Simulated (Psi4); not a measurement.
A dimer, H3N ··· HF (SMILES N and F); the first 4 atoms form monomer A.

```
6

N      0.0001    -0.0005     0.2791
H      0.9108    -0.2431    -0.0939
H     -0.6662    -0.6670    -0.0939
H     -0.2448     0.9107    -0.0913
F     -0.0087    -0.0037     2.8280
H     -0.0046    -0.0028     1.9035
```

What interaction energy does SAPT0/jun-cc-pVDZ, frozen core (Psi4 1.11) give, and which attractive term is the largest?

Total -53.54 kJ/mol: electrostatics -107.37, exchange 114.64, induction -47.12, dispersion -13.70. The most attractive term is electrostatics.
